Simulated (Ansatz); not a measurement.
A run on C$_{2}$H$_{7}$AlBNO with other settings.

```yaml
crystal:
  periodic: [false, false, false]
  atoms:
    - {symbol: B, position_ang: [-1.210684, 0.139749, 0.538173]}
    - {symbol: C, position_ang: [-0.763292, 0.477695, -1.069344]}
    - {symbol: C, position_ang: [0.388658, 0.083848, -0.321299]}
    - {symbol: N, position_ang: [1.072020, -1.020122, -0.438014]}
    - {symbol: O, position_ang: [1.105534, 0.967792, 0.077627]}
    - {symbol: Al, position_ang: [0.643946, 0.926595, 1.516514]}
    - {symbol: H, position_ang: [-1.061897, 1.171118, 0.857374]}
    - {symbol: H, position_ang: [-1.521634, -0.751643, 0.800803]}
    - {symbol: H, position_ang: [-1.121615, 1.193041, -1.518300]}
    - {symbol: H, position_ang: [-0.948946, -0.530583, -1.676520]}
    - {symbol: H, position_ang: [0.497808, -2.014980, -0.243629]}
    - {symbol: H, position_ang: [1.280521, -1.275906, -1.342400]}
    - {symbol: H, position_ang: [1.260492, 1.067499, 2.862240]}
basis:
  gaussian: {orbitals: def2-TZVP}
hamiltonian: {xc: {name: revPBE0}, dispersion: d3bj}
```

```sh
$ ansatz run in.yaml --threads 4 --pin off --events-out ev --progress --plain --max-ram 10444MiB
```

Shortened log:

```
Functional definition: revPBE0
1422 factors; their error is unknown
mean field evaluation 1: about -12974.9306 eV, gradient 8.5e1 eV
mean field evaluation 2: about -12908.6815 eV, gradient 1.7e2 eV
mean field evaluation 4: about -12990.1374 eV, gradient 1.2e1 eV
mean field evaluation 8: about -12990.4264 eV, gradient 1.1e-1 eV
mean field evaluation 16: about -12990.4394 eV, gradient 5.2e-4 eV
mean field -12990.43941682 eV, -477.3898433322 hartree, gradient 5.2e-5 eV, S^2 0.000000; 0 other end points of the search recorded, 0 dependent functions left out
reference -12990.43946243 eV, -477.3898450082 hartree; 26, 26 occupied and 208, 208 virtual orbitals, 1422 factors
Total energy: -12991.13636083 eV, -477.4154555521 hartree
```

Run time 1.7 s (4 threads of an Intel Xeon 6975P-C on a shared host); peak host memory 0.53 GiB.
